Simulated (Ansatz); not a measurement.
One change: `C[BH][GeH2][Cl]` becomes `C[BH][GeH3]`.

Ansatz, PBE0-D4/def2-TZVP geometries, multiplicity 1. Each molecule was computed in one conformer, which needn't be the lowest.

Scalar relativity is left out up to krypton.

| property | `C[BH][GeH2][Cl]` |
| --- | --- |
| LUMO energy (B3LYP/def2-TZVPP) / eV | -2.32 |
| size of the dipole moment (B3LYP/def2-TZVPP) / D | 2.53 |
| LUMO energy (PBE/def2-TZVPP) / eV | -3.08 |
| HOMO–LUMO gap (ωB97M-V/def2-TZVPP) / eV | 9.90 |
| HOMO energy (PBE0/def2-TZVPP) / eV | -7.91 |
| size of the dipole moment (ωB97M-V/def2-TZVPP) / D | 2.54 |

Give the same properties after the change, and the shifts. (Estimate.)

The calculation gave: 
```json
{"property": "LUMO energy (B3LYP/def2-TZVPP) / eV", "`C[BH][GeH3]`": "-1.96", "shift": "0.36"}
{"property": "size of the dipole moment (B3LYP/def2-TZVPP) / D", "`C[BH][GeH3]`": "1.37", "shift": "-1.16"}
{"property": "LUMO energy (PBE/def2-TZVPP) / eV", "`C[BH][GeH3]`": "-2.73", "shift": "0.35"}
{"property": "HOMO–LUMO gap (ωB97M-V/def2-TZVPP) / eV", "`C[BH][GeH3]`": "10.19", "shift": "0.29"}
{"property": "HOMO energy (PBE0/def2-TZVPP) / eV", "`C[BH][GeH3]`": "-7.84", "shift": "0.07"}
{"property": "size of the dipole moment (ωB97M-V/def2-TZVPP) / D", "`C[BH][GeH3]`": "1.37", "shift": "-1.17"}
```

With PBE0 the HOMO rises by 0.07 eV and the LUMO rises by 0.36 eV, so the gap widens by about 0.29 eV. PBE moves the HOMO by 0.01 eV and ωB97M-V by 0.07 eV. Dipoles are sizes alone; their direction can turn.

B3LYP here is the variant with VWN-RPA as its local correlation; programs differ in this.
